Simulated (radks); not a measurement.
Problem. The mean radii <r> (bohr) of the occupied orbitals of an atom or ion are listed with their occupations. Calculated with a radial shooting solver on a logarithmic mesh with Libxc functionals: Dirac Kohn-Sham, PBE, spin-unpolarised, spherical densities, finite nucleus; Fermi nuclear charge, rms radius of each element as measured or else 0.836 A^(1/3) + 0.57 fm.

orbital  occ.      <r>
1s1/2       2  0.04550
2s1/2       2   0.2025
2p1/2       2   0.1746
2p3/2       4   0.1783
3s1/2       2   0.5979
3p1/2       2   0.6095
3p3/2       4   0.6200
3d3/2       4   0.6695
3d5/2       6   0.6740
4s1/2       2    1.743

Name the element and its charge. Open shells, if any, fill j = l - 1/2 first.

Solution. Z = 33, arsenic, charge +3: As3+ in [Ar] 3d10 4s2. The 1s radius gives Z: for a bare nucleus <r> = (2 gamma + 1)/(2Z) with gamma = sqrt(1 - (Z/c)^2), 0.04456 bohr for Z = 33, and screening makes it slightly larger (0.04550 here). The occupations add up to 30, and the charge is Z minus that.
